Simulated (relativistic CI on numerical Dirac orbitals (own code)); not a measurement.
Method of calculation: Dirac-Coulomb-Breit CI, separate exchange-only KLI orbitals for each configuration, model QED, unscaled Slater integrals (own radial code, finite nucleus).

Configurations in the expansion (outside the closed core [Ne]): 3s2.3p6.3d3, 3s2.3p5.3d4, 3s.3p6.3d4, 3s2.3p6.3d2.4s, 3s2.3p6.3d2.4p, 3s2.3p6.3d2.4d, 3s2.3p5.3d3.4s, 3s2.3p6.3d2.4f, 3s2.3p5.3d3.4p, 3s.3p6.3d3.4s, 3p6.3d4.4p, 3s.3p6.3d3.4p, 3s2.3p6.3d.4s.4p, 3s2.3p6.3d2.5s, 3s.3p6.3d3.4d, 3s2.3p6.3d2.5p, 3s2.3p6.3d.4p.4d, 3s2.3p6.3d2.5f, 3s.3p6.3d2.4s.4p, 3p6.3d5, 3p5.3d6, 3p5.3d5.4s, 3p6.3d4.4s, 3p5.3d4.4s2, 3s2.3p6.3d.4s2, 3s2.3p6.4s2.4p, 3s2.3p6.4s2.4d, 3s2.3p6.3d.4p2, 3s2.3p6.4s.4p2, 3s2.3p6.4p3, 3s2.3p6.4p2.4d, 3s2.3p5.3d.4s.4p2. Double excitations out of closed p, d and f shells are left out; levels of such configurations are missing from the list, as are those of other unlisted configurations, and high levels can miss mixing partners. These lack a partner that the ground configuration has and come out too high: 3s2.3p5.3d3.4p.

At this charge energies of transitions that change n are usually good to better than 1 %, and those within a shell (Δn = 0) to a few per cent.

Outline of the computed level scheme of Ho XLVII. Lowest level of each configuration: 3s2.3p6.3d3 4F_3/2 at 0.000 eV; 3s2.3p5.3d4 4P°_3/2 at 249.478 eV.

Some strong electric-dipole decays among the lowest 45 levels: 3s2.3p5.3d4 4G°_5/2 → 3s2.3p6.3d3 4F_3/2 (7.1e+11 s⁻¹); 3s2.3p5.3d4 4D°_1/2 → 3s2.3p6.3d3 4F_3/2 (5.5e+11 s⁻¹); 3s2.3p5.3d4 4F°_5/2 → 3s2.3p6.3d3 4F_3/2 (2.3e+11 s⁻¹); 3s2.3p5.3d4 4D°_7/2 → 3s2.3p6.3d3 4F_5/2 (1.6e+10 s⁻¹); 3s2.3p5.3d4 4G°_7/2 → 3s2.3p6.3d3 4F_5/2 (1.3e+10 s⁻¹); 3s2.3p5.3d4 4F°_3/2 → 3s2.3p6.3d3 4P_3/2 (8.5e+09 s⁻¹); 3s2.3p5.3d4 4F°_3/2 → 3s2.3p6.3d3 4P_1/2 (8.4e+09 s⁻¹); 3s2.3p5.3d4 6D°_7/2 → 3s2.3p6.3d3 4F_5/2 (7.3e+09 s⁻¹).

LS names give the leading component of a level, which can be under half, so a name can repeat, a term be missing and a line seem to break the LS rules.
